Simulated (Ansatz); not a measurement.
Two structures, one formula

The two ends of one reaction step of Si$_{3}$H$_{9}$O, doublet (PBE0-D4/def2-TZVP).

A:

H1  (0.776, -1.933, 0.684)
Si2  (1.312, -0.663, 1.247)
O3  (0.099, 0.389, 1.558)
Si4  (-0.957, 1.430, 0.868)
Si5  (-0.327, -0.717, -2.011)
H6  (2.282, -0.079, 0.284)
H7  (1.997, -0.952, 2.532)
H8  (-2.068, 0.692, 0.208)
H9  (-1.513, 2.285, 1.945)
H10  (-0.273, 2.280, -0.142)
H11  (-0.899, 0.337, -2.888)
H12  (-1.332, -1.761, -1.687)
H13  (0.903, -1.308, -2.598)
(Å)

B:

| atom | x (Å) | y (Å) | z (Å) |
| --- | --- | --- | --- |
| H1 | 0.3525 | 0.2155 | -1.5555 |
| Si2 | 1.2267 | -0.7733 | 1.2383 |
| O3 | 0.0093 | 0.2584 | 1.5990 |
| Si4 | -0.8299 | 1.5765 | 1.1033 |
| Si5 | -0.2152 | -1.0793 | -2.0194 |
| H6 | 2.4502 | -0.0098 | 0.8507 |
| H7 | 1.4872 | -1.6102 | 2.4425 |
| H8 | -1.9545 | 1.1588 | 0.2285 |
| H9 | -1.3634 | 2.2581 | 2.3074 |
| H10 | 0.0592 | 2.5021 | 0.3539 |
| H11 | -0.8882 | -0.8574 | -3.3274 |
| H12 | -1.2098 | -1.5694 | -1.0330 |
| H13 | 0.8758 | -2.0702 | -2.1883 |

Computed with Ansatz 0.2.0 (basis: def2-TZVPP); correlated methods freeze the cores; orbitals are unrestricted. B3LYP uses VWN-RPA correlation.

Question: Which structure is lower at CCSD(T), and by how much? (To be estimated.)

Answer: By the calculation: A, by 0.059 eV (electronic energy, against the other). By their contacts, A is a complex of Si₂H₆O ([SiH3][O][SiH3]) + SiH₃ and B is a complex of Si₂H₅O ([SiH2][O][SiH3]) + SiH₄.

All methods give the same order:

```json
{"method": "SPW92", "E(B) − E(A) (eV)": "0.022"}
{"method": "PBE-D4", "E(B) − E(A) (eV)": "0.020"}
{"method": "BLYP-D4", "E(B) − E(A) (eV)": "0.001"}
{"method": "r2SCAN-D4", "E(B) − E(A) (eV)": "0.043"}
{"method": "B97M-V", "E(B) − E(A) (eV)": "0.047"}
{"method": "PBE0-D4", "E(B) − E(A) (eV)": "0.046"}
{"method": "B3LYP-D4", "E(B) − E(A) (eV)": "0.025"}
{"method": "r2SCAN0-D4", "E(B) − E(A) (eV)": "0.057"}
{"method": "BHLYP-D4", "E(B) − E(A) (eV)": "0.050"}
{"method": "CAM-B3LYP-D4", "E(B) − E(A) (eV)": "0.028"}
{"method": "wB97X-V", "E(B) − E(A) (eV)": "0.031"}
{"method": "wB97M-V", "E(B) − E(A) (eV)": "0.044"}
{"method": "B2PLYP", "E(B) − E(A) (eV)": "0.028"}
{"method": "PBE-QIDH", "E(B) − E(A) (eV)": "0.059"}
{"method": "RPA on PBE", "E(B) − E(A) (eV)": "0.040"}
{"method": "HF", "E(B) − E(A) (eV)": "0.045"}
{"method": "MP2", "E(B) − E(A) (eV)": "0.057"}
{"method": "CCSD", "E(B) − E(A) (eV)": "0.064"}
{"method": "CCSD(T)", "E(B) − E(A) (eV)": "0.059"}
```

No T1 diagnostic of these runs exceeds 0.014. ⟨S²⟩ of the unrestricted Hartree–Fock references: 0.75 to 0.76 (a pure state has 0.75).

Labels in which every atom is bracketed show which atoms are joined, not bond orders.

For scale, one of the runs: CCSD(T)/def2-TZVPP, 283 basis functions, launched by `ansatz run in.yaml --threads 4 --pin off --events-out ev --progress --plain --max-ram 46080MiB --backend cuda --devices 0, --max-vram 37GiB`. The run took 19 s on 4 CPU threads of an AMD EPYC 7R13 and a share of one NVIDIA H100 (shared host), with 0.83 GiB of host memory at its peak.
